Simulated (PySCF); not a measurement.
**Computed properties of C₃H₃, SMILES [C]([CH])[CH2+]**

C₃H₃, SMILES [CH][C][CH2+] (connectivity only; charge and spin as stated), charge +1, multiplicity 1. Geometry optimised at B3LYP-D3(BJ)/def2-TZVP. One conformer was computed; it need not be the lowest. All values are computed for the isolated molecule unless a solvent is named; none is compared with measurement here.

**Structure.** The optimised structure has C2v symmetry. All 12 harmonic modes at B3LYP-D3(BJ)/def2-TZVP (PySCF) are real, so it is a minimum. With heavy atoms numbered as in [CH2+:1][C:2][CH:3], the shortest bond between them is C2–C3 at 1.224 Å and the longest C1–C2 at 1.341 Å.

**Vibrations.** The strongest infrared lines (harmonic, unscaled, degenerate partners summed) lie at 2134 cm⁻¹ (368 km/mol, C 92 %, H 8 %), 3365 cm⁻¹ (116 km/mol, H 86 %, C 14 %), 633 cm⁻¹ (60 km/mol, H 81 %, C 19 %). The softest mode is at 274 cm⁻¹ and the zero-point energy is 26.8 kcal/mol.

**Electronic structure.** M06-2X/def2-TZVPD (PySCF) places the frontier levels at -16.67 and -10.10 eV, a gap of 6.57 eV and a mean polarisability of 30.6 bohr³. PBE/def2-TZVPD (PySCF) at the same geometry gives -14.19 and -12.13 eV, so its gap is 4.51 eV narrower. An orbital gap is neither the optical nor the fundamental gap.

**Excitations.** TDDFT-PBE0/def2-SVPD (PySCF) has S1 at 2.25 eV (551 nm, f = 0.000, dark); the most intense of the 10 singlets computed lies at 9.18 eV (f = 0.82). T1 (TDA) is at 1.74 eV. TDDFT-PBE/def2-SVPD (PySCF) puts S1 at 2.19 eV.

**NMR.** GIAO shifts at PBE0/pcSseg-2 (PySCF) (non-relativistic, atoms alike by connectivity averaged): ¹³C from 138.5 to 383.3 ppm against TMS; ¹H from 11.0 to 19.8 ppm against TMS.

**Solvation.** SMD-ωB97X/6-31G* (PySCF) gives -65.9 kcal/mol in water, -64.8 kcal/mol in cyclohexanone, -62.7 kcal/mol in dichloromethane (1 M in both phases, gas-phase geometry); of these solvents water holds the molecule best.
